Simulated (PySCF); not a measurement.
B(H)(OMe)(SMe) (C2H7BOS), SMILES COBSC.

Geometry optimised at B3LYP-D3(BJ)/def2-SVP. This is a generated structure with no PubChem entry under its InChIKey; it may be hypothetical. The values are those of a single conformer.

Method: PBE/def2-TZVP in PySCF.

Symmetry labels are those of the subgroup Cs that the program uses (full group Cs).

**Question.** List the valence orbital energies around the gap with their symmetry. (The exact figures need the calculation; the answer reports its results.)

**Answer.** 
| orbital | symmetry | energy (eV) |
|---|---|---|
| HOMO−7 | A' | -10.77 |
| HOMO−6 | A" | -10.26 |
| HOMO−5 | A' | -10.05 |
| HOMO−4 | A' | -8.60 |
| HOMO−3 | A" | -7.89 |
| HOMO−2 | A' | -7.69 |
| HOMO−1 | A' | -7.12 |
| HOMO | A" | -5.83 |
| LUMO | A" | -0.82 |
| LUMO+1 | A' | -0.24 |
| LUMO+2 | A' | 0.68 |
| LUMO+3 | A' | 1.03 |
